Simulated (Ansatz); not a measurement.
Two isomers of C2H4AlN: A = `N#C[CH2][AlH2]`, B = `N=[C]1[CH2][AlH]1`.

Isolated molecules relaxed with PBE0-D4/def2-TZVP in Ansatz; ΔE leaves out vibrations. CCSD(T)/CBS adds triple-zeta CCSD(T) − MP2 to the extrapolated MP2 energy (def2 sets, frozen cores). DFT in def2-TZVPP. Each species was taken in one conformer, which may not be the lowest.

A:

```xyz
8

N    -0.0011   -2.0224   -1.2953
C    -0.3024   -0.9432   -1.0150
C    -0.5666    0.3842   -0.5253
Al    0.6256    0.3386    1.0682
H    -1.6227    0.4985   -0.2760
H    -0.2759    1.1315   -1.2655
H     2.1240    0.8003    0.8812
H     0.0190   -0.1874    2.4277
```

B:

Z-matrix (Å, degrees):
```
C
C 1 1.521
Al 1 1.940 2 65.7
H 1 1.103 2 109.2 3 93.7
H 1 1.091 2 120.2 3 -136.8
N 2 1.260 1 133.3 3 155.3
H 3 1.580 1 150.2 2 -179.0
H 6 1.029 2 111.1 1 9.9
```

**Question.** Which isomer does CCSD(T)/CBS put lower? Give the gap. (Best estimate.)

**Answer.** The calculation gave: A, by 193.6 kJ/mol.

**Question.** Give E(B) − E(A) in kJ/mol with CCSD/def2-TZVPP, CCSD(T)/def2-SVP, ωB97M-V, MP2/def2-TZVPP, r2SCAN-D4, BLYP-D4, B2PLYP. (An estimate is asked.)

**Answer.** Computed: CCSD/def2-TZVPP 207.4, CCSD(T)/def2-SVP 214.0, ωB97M-V 190.7, MP2/def2-TZVPP 207.9, r2SCAN-D4 174.9, BLYP-D4 182.2, B2PLYP 199.5. None reverses the order clearly.

**Question.** Does the order hold for the free energy at 298.15 K (harmonic terms from PBE0-D4)? (Best estimate.)

**Answer.** Computed: Yes: G(B) − G(A) = +205.6 kJ/mol, for one conformer each. Modes under 60 cm⁻¹, often nearly free rotors, make the harmonic entropy too high.

Largest T1 diagnostic: 0.015.

In def2-TZVPP, CCSD(T) changes the Hartree–Fock value by −43.1 kJ/mol (the triples alone add −6.7 kJ/mol) and MP2 by −35.9 kJ/mol. From r2SCAN to r2SCAN0 (25 % exact exchange), in def2-TZVPP and without D4, E(B) − E(A) moves by +6.6 kJ/mol.
